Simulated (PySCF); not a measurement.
PySCF input (BP86/def2-SVP):

```python
from pyscf import gto, dft

mol = gto.M(
    atom='''
    Li   -0.00000000   -0.00000000   -1.86756700
    C     0.00000000    0.00000000    1.06167000
    N    -0.00000000   -0.00000000   -0.10961700
    ''',
    basis='def2-svp',
    charge=0,
    spin=0,
    verbose=4,
)

mf = dft.RKS(mol, xc='bp86')
mf.grids.level = 3
mf.conv_tol = 1e-9
mf.max_cycle = 100
mf.max_memory = 1500
mf.kernel()
if not mf.converged:
    mf = mf.newton()
    mf.kernel(mf.make_rdm1())
mf.dip_moment()
```

From the output:

```
damping factor = 0
level_shift factor = 0
DIIS = <class 'pyscf.scf.diis.CDIIS'>
diis_start_cycle = 1
diis_space = 8
diis_damp = 0
SCF conv_tol = 1e-09
SCF conv_tol_grad = None
SCF max_cycles = 100
direct_scf = True
direct_scf_tol = 1e-13
XC library pyscf.dft.libxc version 7.1.2
    S. Lehtola, C. Steigemann, M. J. T. Oliveira, and M. A. L. Marques,  SoftwareX 7, 1–5 (2018)
XC functionals = bp86
    A. D. Becke,  Phys. Rev. A 38, 3098 (1988)
    J. P. Perdew,  Phys. Rev. B 33, 8822 (1986)
    J. P. Perdew,  Phys. Rev. B 34, 7406–7406 (1986)
radial grids:
    Treutler-Ahlrichs [JCP 102, 346 (1995); DOI:10.1063/1.469408] (M4) radial grids

becke partition: Becke, JCP 88, 2547 (1988); DOI:10.1063/1.454033
pruning grids: <function nwchem_prune>
grids dens level: 3
symmetrized grids: False
atomic radii adjust function: <function treutler_atomic_radii_adjust>
small_rho_cutoff = 0
Set gradient conv threshold to 3.16228e-05
Initial guess from minao.
tot grids = 41744
init E= -100.338640339536
  HOMO = -0.324953295767088  LUMO = -0.0886070297375912  gap/eV = 6.43131
cycle= 1 E= -100.233211842746  delta_E= 0.105  |g|= 0.48  |ddm|=  1.9
  HOMO = -0.12709654330803  LUMO = -0.0501474865332505  gap/eV = 2.09389
cycle= 2 E= -100.02117203762  delta_E= 0.212  |g|= 1.05  |ddm|= 1.11
  HOMO = -0.151284420249862  LUMO = -0.0656904030227698  gap/eV = 2.32913
cycle= 3 E= -100.272255944082  delta_E= -0.251  |g|= 0.255  |ddm|= 0.829
  HOMO = -0.191630220782114  LUMO = -0.0627658725107043  gap/eV = 3.50658
cycle= 4 E= -100.290795722339  delta_E= -0.0185  |g|= 0.0229  |ddm|= 0.257
  HOMO = -0.187199370171763  LUMO = -0.0607448883161017  gap/eV = 3.44100
cycle= 5 E= -100.290962980401  delta_E= -0.000167  |g|= 0.00398  |ddm|= 0.0287
  HOMO = -0.186416507744883  LUMO = -0.0608052042531897  gap/eV = 3.41806
cycle= 6 E= -100.290967694303  delta_E= -4.71e-06  |g|= 0.000552  |ddm|= 0.00685
  HOMO = -0.186455912507181  LUMO = -0.06083889263259  gap/eV = 3.41821
cycle= 7 E= -100.290967768918  delta_E= -7.46e-08  |g|= 2.28e-05  |ddm|= 0.000467
  HOMO = -0.186461832698092  LUMO = -0.0608402676898452  gap/eV = 3.41834
cycle= 8 E= -100.290967769041  delta_E= -1.23e-10  |g|= 2.16e-06  |ddm|= 3.96e-05
  HOMO = -0.186463129467347  LUMO = -0.060840749038761  gap/eV = 3.41836
Extra cycle  E= -100.290967769041  delta_E= 5.68e-14  |g|= 2.15e-06  |ddm|= 5.66e-06
converged SCF energy = -100.290967769041
Dipole moment(X, Y, Z, Debye): -0.00000,  0.00000, -8.70336
```

The geometry given is a B3LYP-D3(BJ)/def2-TZVP minimum.
